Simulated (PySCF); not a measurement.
W(F)6, SMILES [F][W]([F])([F])([F])([F])[F] (F6W) at its PBE0/def2-SVP optimised geometry (Å):

```
7

W      0.0000    -0.0002     0.0000
F      1.8389    -0.0002     0.0000
F     -1.8389    -0.0001     0.0002
F      0.0009    -1.3845     1.2107
F      0.0009     1.2119     1.3830
F     -0.0005    -1.2127    -1.3826
F     -0.0007     1.3845    -1.2102
```

Method: PBE0/def2-TZVP, def2 effective core potentials past Kr (PySCF 2.14.0). The core electrons that the potentials of W replace are not part of the density. Cells within 0.4 Å of a nucleus heavier than hydrogen are left out (blank, or x).

Map of the Laplacian of the electron density (e/bohr⁵), clipped to [-1.50, 1.50] on the plane z = 0.0 Å:

```
|55555555555555555555555555555|
|55555555555555555555555555555|
|55555555555555555555555555555|
|55555555555555555555555555555|
|55555555555555555555555555555|
|55555555555555555555555555555|
|55555555555555555555555555555|
|55555555555555555555555555555|
|55555555555555555555555555555|
|55555555555555555555555555555|
|55555555555556665555555555555|
|55555566665678987656666555555|
|55555689986794049768998655555|
|5555579xx77840x04877xx9755555|
|5555586xx0890xxx0980xx6855555|
|5555579xx77840x04877xx9755555|
|55555689986794049768998655555|
|55555566665678987656666555555|
|55555555555556665555555555555|
|55555555555555555555555555555|
|55555555555555555555555555555|
|55555555555555555555555555555|
|55555555555555555555555555555|
|55555555555555555555555555555|
|55555555555555555555555555555|
|55555555555555555555555555555|
|55555555555555555555555555555|
|55555555555555555555555555555|
|55555555555555555555555555555|
```
Scale: ten equal steps from -1.50 (start of '0') to 1.25 (end of '9'), in the order '0123456789'; x runs from -4.00 to 4.00, y from -4.00 (bottom) to 4.00 (top).
